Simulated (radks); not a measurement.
Results of a calculation; reference values are marked as such.
Q: Radial electron density D(r) = 4 pi r^2 rho(r) of an atom or ion with 20 electrons. Level of theory: scalar-relativistic Kohn-Sham, BLYP, spin-polarised, spherical densities, finite nucleus; Fermi nuclear charge, rms radius of each element as measured or else 0.836 A^(1/3) + 0.57 fm (a radial shooting solver on a logarithmic mesh with Libxc functionals).

```
   r/bohr * D(r) (the largest magnitude, 115, reaches the edge; | marks zero)
0.0009127 | *
 0.001133 |  *
 0.001406 |   *
 0.001745 |     *
 0.002183 |       *
 0.002709 |          *
 0.003362 |              *
 0.004173 |                   *
 0.005179 |                        *
 0.006428 |                              *
 0.007978 |                                   *
 0.009901 |                                        *
  0.01229 |                                          *
  0.01537 |                                           *
  0.01908 |                                         *
  0.02368 |                                      *
  0.02939 |                                      *
  0.03648 |                                          *
  0.04527 |                                                 *
  0.05618 |                                                      *
  0.06973 |                                                   *
  0.08654 |                                        *
   0.1083 |                            *
   0.1344 |                         *
   0.1668 |                            *
    0.207 |                           *
   0.2569 |                 *
   0.3188 |      *
   0.3957 | *
   0.4911 *
   0.6095 *
```

What is the nuclear charge?

A: Z = 68. The innermost maximum, from 1s, lies near gamma/Z bohr with gamma = sqrt(1 - (Z/c)^2) = 0.868, here 0.0128 bohr (found: 0.0140), and its height grows with Z. The density is that of the erbium ion Er48+ in [Ar] 3d2; the configuration itself is not fixed sharply by these data, and Z only to a few units. D(r) has 3 maxima, at r = 0.0140, 0.0589, 0.182 bohr, and minima at 0.0269, 0.130 bohr, inside which lie 1.93, 10.77 electrons.
